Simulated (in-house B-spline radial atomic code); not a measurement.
Ionising W³⁺ with different functionals

Computed with a B-spline radial code for spherical atoms: scalar-relativistic (spin-free X2C) Hamiltonian, Fermi nucleus of rms radius 5.3658 fm, spin-polarised at highest spin, spherical fractional occupations for the functionals, the average over the highest-spin determinants for Hartree-Fock. The ionisation energy is the difference of two self-consistent energies, [Xe] 4f14 5d3 → [Xe] 4f14 5d2, without Breit or QED terms; ε is the level of the shell that loses the electron (its least bound occupied spin orbital). There is no spin-orbit coupling in this Hamiltonian.

Hybrids are left out here: with spherical fractional occupations of an open shell their exact exchange keeps a self-interaction that integer-occupation calculations don't have.

| method | rung | ΔSCF (eV) | -ε(5d) (eV) |
| --- | --- | --- | --- |
| Hartree-Fock | Hartree-Fock | 37.00 | 37.59 |
| LDA VWN5 | LDA | 38.31 | 32.27 |
| LDA PW92 | LDA | 38.30 | 32.26 |
| LDA exchange-only | LDA | 37.08 | 31.13 |
| PBE | GGA | 38.09 | 32.08 |
| PBEsol | GGA | 38.12 | 32.11 |
| BLYP | GGA | 37.90 | 31.85 |
| RPBE | GGA | 38.02 | 32.01 |
| PW91 | GGA | 38.17 | 32.15 |
| BP86 | GGA | 38.16 | 32.15 |
| AM05 | GGA | 38.10 | 32.08 |
| OLYP | GGA | 38.10 | 32.05 |
| TPSS | meta-GGA | 37.98 | 31.98 |
| SCAN | meta-GGA | 38.12 | 32.16 |
| r2SCAN | meta-GGA | 38.14 | 32.18 |
| revTPSS | meta-GGA | 37.98 | 31.97 |

Task: How do they compare with the NIST value?

Result: NIST lists 38.2 eV ± 0.4 (semi-empirical, ground level to ground level). Errors run from -1.20 to +0.11 eV; PW91 is closest (-0.03 eV), though others lie within the uncertainty of it, and part of that can be cancellation, since the calculations leave out spin-orbit coupling, Breit-QED terms, multiplet and fine-structure energies. Hartree-Fock also lacks correlation.
